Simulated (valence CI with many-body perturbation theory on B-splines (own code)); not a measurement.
# As XIII: what the settings do

Computed by configuration interaction combined with many-body perturbation theory (CI+MBPT): three valence electrons over a frozen Dirac-Fock core [Ar], a basis of 6 s, 6 p, 5 d, 5 f, 1 g functions for each j, with the one-electron correlation potential Σ1, the two-electron term Σ2, the three-electron term Σ3, Breit, model QED; selected CI, second order for the rest, scaled by the run's own slope (own B-spline code, finite nucleus).

No measured levels were compared; by estimate terms of the open shell hold to 2 to 4 % of their energy, and close levels can change places. Only levels of the ground parity were solved; by the run's estimate the other parity begins above the list, which can be wrong where configurations are misplaced.

The reference run has the lowest level 3d3 4F_3/2 and an ionisation energy of 375.196 eV. Its largest variational space holds 2272 state functions.

Names give the largest LS component (configuration and term), which can be under half, so a name can repeat, a term be missing and a line seem to break the LS rules; names also repeat where a configuration has a term twice. Letters in brackets count levels of one name in rising energy.

Changed runs:
A. scale of Σ1 1 → 0
B. three-electron term on → off
C. lowest core n in screening and Σ2 1 → 1
D. scale of Σ1 1 → 2 (bad on purpose)

Excitation energies of the reference run in cm⁻¹, and shifts in cm⁻¹:

```csv
Level,Reference,A,B,C,D
3d3 4F_5/2,3204,-92,-13,0,+91
3d3 4F_7/2,7065,-191,-16,0,+191
3d3 4F_9/2,11252,-287,-1.9,0,+286
3d3 4P_3/2,36162,-199,-183,0,+198
3d3 4P_1/2,36280,-236,-109,0,+236
3d3 2G_7/2,40459,-315,+730,0,+317
3d3 4P_5/2,41432,-372,+14,0,+372
3d3 2G_9/2,42997,-345,+580,0,+344
3d3 2D_3/2 [a],50507,-347,+143,0,+350
3d3 2P_1/2,53012,-404,-1355,0,+405
3d3 2H_9/2,56637,-503,+160,0,+505
3d3 2H_11/2,57422,-471,+14,0,+472
Ionisation energy (eV),375.196,-2.454,-0.0048,0,+2.469
```

No effect on these energies: C.
